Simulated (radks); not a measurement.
Results of a calculation; reference values are marked as such.
Ionisation of the neodymium ion Nd2+, [Xe] 4f4, to Nd3+, [Xe] 4f3, under several functionals. Dirac Kohn-Sham, spin-unpolarised, spherical densities, point nucleus; open shells are shared between the two j in proportion to 2j + 1; a radial shooting solver on a logarithmic mesh with Libxc functionals.

functional,E(Nd2+) (hartree),Exc (hartree),IE (eV),-e(HOMO) (eV),<r> HOMO (bohr),IE error (eV)
"LDA (Slater exchange, Perdew-Zunger correlation)",-9622.3566,-215.8541,22.700,14.667,1.089,+0.610
BP86,-9630.7244,-224.3123,22.488,14.468,1.090,+0.398
Wu-Cohen GGA,-9628.3742,-221.9393,22.435,14.413,1.091,+0.345
"LDA (Slater exchange, VWN5 correlation)",-9622.3798,-215.8780,22.708,14.674,1.089,+0.618
HCTH/407,-9635.0575,-228.8939,23.226,15.058,1.073,+1.136
exchange-only PBE,-9626.0015,-219.5187,21.110,13.226,1.107,-0.980

NIST Atomic Spectra Database: 22.09 eV (semi-empirical). Closest: Wu-Cohen GGA. The Delta-SCF values span 2.12 eV, the total energies 12.70 hartree. The highest occupied level is 4f7/2. Spin polarisation and multiplet splitting are left out, so open shells lie too high by an amount that depends on their filling. Sharing an open shell by 2j + 1 raises it above the true ground level by a part of the spin-orbit splitting, which enters the differences from NIST.

Beside tabulated values, note that spin-unpolarised runs miss the spin-polarisation part of the exchange energy of open shells.
